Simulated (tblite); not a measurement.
Isomers of C5H6OS. Computed values, GFN2-xTB/tblite, gas phase, harmonic and unscaled. This tight-binding method is rough: wavenumbers can miss measured ones by several per cent, in bad cases by 10 to 20. One conformer each.

Electronic energies: GFN2-xTB at the same geometries; isomer energies are rough at this level and their order can be wrong.

| SMILES | electronic energy, lowest = 0 (kJ/mol) |
| --- | --- |
| COc1ccsc1 | 0.0 |
| C#CCC(=S)OC | 155.4 |
| C#CC(=C)[S@@](C)=O | 270.9 |

How do GFN2-xTB zero-point energies change the relative energies?

| SMILES | ZPE (kJ/mol) | of it from modes above 1550 cm⁻¹ | electronic (kJ/mol) | with ZPE, lowest = 0 (kJ/mol) | lowest mode (cm⁻¹) | rings |
| --- | --- | --- | --- | --- | --- | --- |
| COc1ccsc1 | 253.0 | 119.5 | 0.0 | 0.0 | 104 | 1 |
| C#CCC(=S)OC | 246.5 | 123.4 | 155.4 | 149.0 | 27 | 0 |
| C#CC(=C)[S@@](C)=O | 239.0 | 135.9 | 270.9 | 256.9 | 57 | 0 |

The zero-point energies span 14.0 kJ/mol, from `C#CC(=C)[S@@](C)=O` to `COc1ccsc1`. The order is unchanged.

What do entropy and thermal enthalpy add at 298.15 K and 1 bar (rigid rotor, harmonic oscillator, one conformer each)?

```
            SMILES  point group  symmetry number  S (J/(mol K))  H − H(0) (kJ/mol)  ZPE + H − H(0) − TS (kJ/mol)
         COc1ccsc1           Cs                1          341.7              20.31                         171.4
       C#CCC(=S)OC           C1                1          383.2              24.50                         156.8
C#CC(=C)[S@@](C)=O           C1                1          380.5              25.58                         151.2
```
